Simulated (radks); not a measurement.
The numbers below are computed, except where a source is named.
Question: In XIII, configuration [Kr] 4d1. Level of theory: non-relativistic Kohn-Sham, LDA (Slater exchange, Perdew-Wang correlation), spin-unpolarised, spherical densities, point nucleus; relativity is left out, which matters for an element this heavy (a radial shooting solver on a logarithmic mesh with Libxc functionals). Some entries of the table are withheld. Estimate them.

| orbital | occ. | eigenvalue (Ry) | <r> (bohr) |
|---|---|---|---|
| 1s | 2 | -1986.558 | 0.03108 |
| 2s | 2 | -307.5502 | (1) |
| 2p | 6 | (2) | 0.1146 |
| 3s | 2 | -73.15862 | 0.3608 |
| 3p | 6 | -65.43195 | 0.3515 |
| 3d | 10 | -51.12872 | 0.3218 |
| 4s | 2 | -25.03094 | 0.8150 |
| 4p | 6 | -22.28894 | 0.8411 |
| 4d | 1 | -17.55301 | (3) |
| 5s | 0 | -12.11614 | 1.546 |
| 5p | 0 | -11.03057 | 1.619 |

Answer: 
(1) 2s <r> (bohr): 0.1344
(2) 2p eigenvalue (Ry): -288.6657
(3) 4d <r> (bohr): 0.8990
